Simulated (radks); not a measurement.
Effect of the nuclear size on the holmium ion Ho+, [Xe] 4f11 6s1. All-electron calculation, Dirac Kohn-Sham, BLYP, spin-unpolarised, spherical densities, finite nucleus; open shells fill j = l - 1/2 first; Fermi nuclear charge, rms radius 5.2022 fm. Program: a radial shooting solver on a logarithmic mesh with Libxc functionals. The rms radius is varied about that value; shifts are against it.

rms radius (fm)  total energy shift (eV)  density at nucleus (e/bohr^3)  1s1/2 shift (meV)  2s1/2 shift (meV)  5s1/2 shift (meV)  5p1/2 shift (meV)  6s1/2 shift (meV)  4f7/2 shift (meV)  6p1/2 (empty) shift (meV)
4.2866                             -9.29                      8.507e+05              -3810               -504              -3.97              0.242             -0.333              0.539                      0.080
4.8485                             -3.74                      8.217e+05              -1530               -203              -1.60              0.097             -0.134              0.217                      0.032
5.2022                                 0                      8.056e+05              0.000              0.000              0.000              0.000              0.000              0.000                      0.000
5.6652                              5.18                      7.866e+05               2130                281               2.21             -0.134              0.186             -0.301                     -0.044
5.764                               6.33                      7.828e+05               2600                343               2.70             -0.164              0.227             -0.367                     -0.054

Slopes of the eigenvalues against <r^2> in GHz/fm^2, as finite differences over the two radii next to the reference (eigenvalue slopes, not the field-shift constants of lines): 1s1/2 103000, 2s1/2 13600, 5s1/2 107, 5p1/2 -6.53, 6s1/2 9.02, 4f7/2 -14.6, 6p1/2 (empty) -2.14.
